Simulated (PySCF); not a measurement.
H3Si, SMILES [SiH3-], charge -1. Atoms are numbered in the order given.

```xyz
4

Si     0.0000     0.0000    -0.1460
H      1.1303    -0.6526     0.6812
H      0.0000     1.3052     0.6812
H     -1.1303    -0.6526     0.6812
```
Charge -1, spin multiplicity 1.

Coordinates come from a PBE0-D3(BJ)/def2-TZVPD optimisation.

Method: PBE0/pcJ-2 (PySCF).

Isotropic couplings with Fermi-contact, spin-dipole and both spin-orbit terms, one fixed conformer, no vibrational averaging. Isotopes: 1H, 29Si.

Problem. Estimate the spin–spin coupling constants. (The exact figures need the calculation; the answer reports its results.)

Solution. 
| pair | bonds apart | J (Hz) |
|---|---|---|
| Si1–H2 | 1 | -64.1 |
| Si1–H3 | 1 | -64.1 |
| Si1–H4 | 1 | -64.1 |
| H2–H3 | 2 | -9.5 |
| H2–H4 | 2 | -9.5 |
| H3–H4 | 2 | -9.5 |
